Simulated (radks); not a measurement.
The numbers below are computed, except where a source is named.
Q: Code: a radial shooting solver on a logarithmic mesh with Libxc functionals. Model: scalar-relativistic Kohn-Sham, PBEsol, spin-polarised, spherical densities, finite nucleus; open shells are filled with parallel spins first (spin-orbit coupling, left out, can overturn this in heavy ions); Fermi nuclear charge, rms radius of each element as measured or else 0.836 A^(1/3) + 0.57 fm. Each species is in its NIST ground configuration. Rank Lu, Dy, Yb, Er, Tb, Sm, La, Eu, Pm, Ce, Nd, Ho, Tm, Gd, Pr by radius at which the density is 0.001 e/bohr^3 (bohr), largest first.

A: La 5.48, Ce 5.43, Pr 5.39, Nd 5.36, Pm 5.32, Sm 5.29, Eu 5.26, Gd 5.23, Tb 5.19, Dy 5.16, Ho 5.13, Er 5.10, Tm 5.07, Yb 5.05, Lu 5.05.
